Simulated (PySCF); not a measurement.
**Steps of a relaxation of [Ce(NH2)4]−**

[Ce(NH2)4]− (singlet in the valence; each metal's 4f electrons, 1 of them, lie in its core potential, out of spins and levels; a saddle point, relaxed within its symmetry). PySCF 2.14.0, RKS TPSS, Ce lcecp-1-SVP with ECP47, N def2-SVP, H def2-SVP; non-relativistic Hamiltonian with scalar-relativistic core potentials where named; density fitting; no spin-orbit coupling. Origin of the start: template. Columns: position (Å) and force (eV/Å). Energies are counted from the last step; some of the 11 steps are shown. Forces carry noise of the integration grid, about 0.01 to 0.03 eV/Å.

Run from Python with OMP_NUM_THREADS=2. Where DIIS fails, smearing, a level shift and second-order steps follow.
It took 110 s on 2 threads of Arm Neoverse V1, on a shared host, from the converged density of the start.

```xyz
13
step 0  E = 0.198 eV
Ce    0.0000    0.0000    0.0000     0.00    0.00    0.00
N     1.3549    1.3549    1.3549    -0.46   -0.17   -0.17
H     1.6955    1.1086    2.2824     0.34    0.17    0.39
H     1.6955    2.2824    1.1086     0.34    0.39    0.17
N    -1.3549   -1.3549    1.3549     0.46    0.17   -0.17
H    -1.6955   -1.1086    2.2824    -0.34   -0.17    0.39
H    -1.6955   -2.2824    1.1086    -0.34   -0.39    0.17
N     1.3549   -1.3549   -1.3549    -0.46    0.17    0.17
H     1.6955   -2.2824   -1.1086     0.34   -0.39   -0.17
H     1.6955   -1.1086   -2.2824     0.34   -0.17   -0.39
N    -1.3549    1.3549   -1.3549     0.46   -0.17    0.17
H    -1.6955    2.2824   -1.1086    -0.34    0.39   -0.17
H    -1.6955    1.1086   -2.2824    -0.34    0.17   -0.39
```

```xyz
13
step 3  E = 0.019 eV
Ce    0.0000    0.0000    0.0000     0.00    0.00    0.00
N     1.3058    1.4119    1.4119    -0.05    0.02    0.02
H     1.7664    1.1477    2.2937     0.01   -0.04    0.07
H     1.7664    2.2937    1.1477     0.01    0.07   -0.04
N    -1.3058   -1.4119    1.4119     0.05   -0.02    0.02
H    -1.7664   -1.1477    2.2937    -0.01    0.04    0.07
H    -1.7664   -2.2937    1.1477    -0.01   -0.07   -0.04
N     1.3058   -1.4119   -1.4119    -0.05   -0.02   -0.02
H     1.7664   -2.2937   -1.1477     0.01   -0.07    0.04
H     1.7664   -1.1477   -2.2937     0.01    0.04   -0.07
N    -1.3058    1.4119   -1.4119     0.05    0.02   -0.02
H    -1.7664    2.2937   -1.1477    -0.01    0.07    0.04
H    -1.7664    1.1477   -2.2937    -0.01   -0.04   -0.07
```

```xyz
13
step 7  E = 0.005 eV
Ce    0.0000    0.0000    0.0000     0.00    0.00    0.00
N     1.2391    1.4523    1.4523    -0.03   -0.05   -0.05
H     1.6858    1.1920    2.3454    -0.01    0.03   -0.03
H     1.6858    2.3454    1.1920    -0.01   -0.03    0.03
N    -1.2391   -1.4523    1.4523     0.03    0.05   -0.05
H    -1.6858   -1.1920    2.3454     0.01   -0.03   -0.03
H    -1.6858   -2.3454    1.1920     0.01    0.03    0.03
N     1.2391   -1.4523   -1.4523    -0.03    0.05    0.05
H     1.6858   -2.3454   -1.1920    -0.01    0.03   -0.03
H     1.6858   -1.1920   -2.3454    -0.01   -0.03    0.03
N    -1.2391    1.4523   -1.4523     0.03   -0.05    0.05
H    -1.6858    2.3454   -1.1920     0.01   -0.03   -0.03
H    -1.6858    1.1920   -2.3454     0.01    0.03    0.03
```

Question: Where does the relaxation end?

Answer: It converges at step 10 in D2d:
```xyz
13
step 10  E = 0
Ce    0.0000    0.0000    0.0000
N     1.1995    1.4628    1.4628
H     1.6179    1.2241    2.3744
H     1.6179    2.3744    1.2241
N    -1.1995   -1.4628    1.4628
H    -1.6179   -1.2241    2.3744
H    -1.6179   -2.3744    1.2241
N     1.1995   -1.4628   -1.4628
H     1.6179   -2.3744   -1.2241
H     1.6179   -1.2241   -2.3744
N    -1.1995    1.4628   -1.4628
H    -1.6179    2.3744   -1.2241
H    -1.6179    1.2241   -2.3744
```

Question: How did the contacts change?

Answer: 
```
      contact  start (Å)  end (Å)
 Ce1–N2 (NH2)      2.347    2.391
 Ce1–N5 (NH2)      2.347    2.391
 Ce1–N8 (NH2)      2.347    2.391
Ce1–N11 (NH2)      2.347    2.391
```


An lcecp potential fixes the number of 4f electrons, so in runs with it no electron can move into or out of that shell.
